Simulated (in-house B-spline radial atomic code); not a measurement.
## Ionising the promethium ion Pm¹⁴⁺ with different functionals

Computed with a radial B-spline atomic code at the basis-set limit: four-component Dirac-Coulomb Hamiltonian, Fermi nucleus of rms radius 4.962 fm, spin-restricted, spherical fractional occupations for the functionals. The ionisation energy is the difference of two self-consistent energies, [Kr] 4d10 5s1 → [Kr] 4d10, without Breit or QED terms; ε is the level of the shell that loses the electron (mean over j).

```
           method  rung  ΔSCF (eV)  -ε(5s) (eV)
LDA exchange-only   LDA     270.52       261.07
             AM05   GGA          ?            ?
              PBE   GGA     271.90       262.20
             BLYP   GGA          ?            ?
```

Problem. What does BLYP give?

Solution. ΔSCF 272.30 eV, and -ε(5s) = 262.49 eV.

Problem. What does AM05 give?

Solution. ΔSCF 271.34 eV, and -ε(5s) = 261.96 eV.

Problem. How do they compare with the NIST value?

Solution. NIST lists 269 eV ± 3 (tabulated theory, ground level to ground level). Errors run from +1.52 to +3.30 eV; all lie within about twice that uncertainty, so the table can't rank the methods.
